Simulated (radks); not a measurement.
Values are calculated unless marked as measured or tabulated.
Q: Neutral technetium: order these configurations by energy. Level of theory: scalar-relativistic Kohn-Sham, BLYP, spin-polarised, spherical densities, finite nucleus; Fermi nuclear charge, rms radius of each element as measured or else 0.836 A^(1/3) + 0.57 fm (a radial shooting solver on a logarithmic mesh with Libxc functionals). Open shells are filled with parallel spins first. [Kr] 4d4 5s2 5p1; [Kr] 4d5 5s1 5p1; [Kr] 4d5 5s2; [Kr] 4d6 5s1.

A: From the lowest, in eV above it: [Kr] 4d5 5s2 0.000; [Kr] 4d6 5s1 0.154; [Kr] 4d5 5s1 5p1 2.597; [Kr] 4d4 5s2 5p1 7.305.
